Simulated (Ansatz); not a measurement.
Basis sets compared for ZnMeBr (CH3BrZn). The state is a singlet with charge 0. Geometry PBE0-D4/def2-TZVP. Ansatz on 4 threads of AMD EPYC 7R43 on a shared host; times are rough, and most runs start from earlier orbitals.

```xyz
6

Zn   -0.521    0.211    0.946
C     0.392   -0.159   -0.713
H     0.223    0.650   -1.426
H     0.023   -1.090   -1.147
H     1.465   -0.255   -0.540
Br   -1.584    0.642    2.879
```

Binding counts from free atoms (Zn singlet, C triplet, H doublet, Br doublet) in the same basis, without a counterpoise term.

```tsv
level	functions	energy (Eh)	HOMO (eV)	LUMO (eV)	binding per atom (eV)	wall time
PBE-D4/def2-SVP	92	-4392.2024	-6.56	-1.13	3.15	0.75 s
PBE0-D4/def2-SVP	92	-4392.3306	-7.89	-0.37	3.12	1.3 s
```

Estimate the rows for PBE-D4/def2-TZVP, PBE0-D4/def2-TZVP (with forces).


```tsv
level	functions	energy (Eh)	HOMO (eV)	LUMO (eV)	binding per atom (eV)	wall time
PBE-D4/def2-TZVP	145	-4392.8285	-6.91	-1.39	3.10	1.1 s
PBE0-D4/def2-TZVP (with forces)	145	-4392.9446	-8.16	-0.57	3.08	2.8 s
```
